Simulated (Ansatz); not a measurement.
This geometry of CH$_{4}$O$_{2}$Si (8 atoms, charge 0, multiplicity 1) is a first-order saddle point.

All numbers below come from RKS PBE/def2-SVP in Ansatz.

```xyz
8
Properties=species:S:1:pos:R:3
O 1.759 -0.861 0.638
C 1.547 0.230 0.166
O 0.348 0.706 -0.239
Si -1.158 -0.141 -0.158
H 2.330 1.014 -0.005
H -1.675 -0.195 -1.564
H -0.999 -1.514 0.415
H -2.059 0.703 0.691
```

(1) Which two structures does it join? (They come from a converged band through this point; their orientation in space is the band's.)

(2) How far does it lie above each of them?

## Answers

(1) No bond is made or broken. The dihedral C2–O3–Si4–H7 goes from -62 to 62°. The two ends are copies of one structure, up to a mirror image or an exchange of like atoms.

Initial state:

```xyz
8
Properties=species:S:1:pos:R:3
O 1.337 -0.241 1.291
C 1.458 0.314 0.218
O 0.468 0.454 -0.680
Si -1.079 -0.221 -0.236
H 2.405 0.777 -0.158
H -1.922 0.107 -1.427
H -0.967 -1.703 -0.055
H -1.608 0.456 0.991
```

Final state:

```xyz
8
Properties=species:S:1:pos:R:3
O 1.617 -0.788 -0.559
C 1.485 0.260 0.038
O 0.302 0.777 0.412
Si -1.113 -0.153 -0.009
H 2.328 0.927 0.351
H -1.230 -0.279 -1.496
H -1.076 -1.490 0.666
H -2.221 0.688 0.542
```

(2) 9.6 kJ/mol above the first and 9.6 kJ/mol above the second. This is the barrier of this one path; another mechanism may lie lower.

Time of the run: 2.7 min on 1 thread of Arm Neoverse V1 (shared host), peak memory 0.14 GiB.
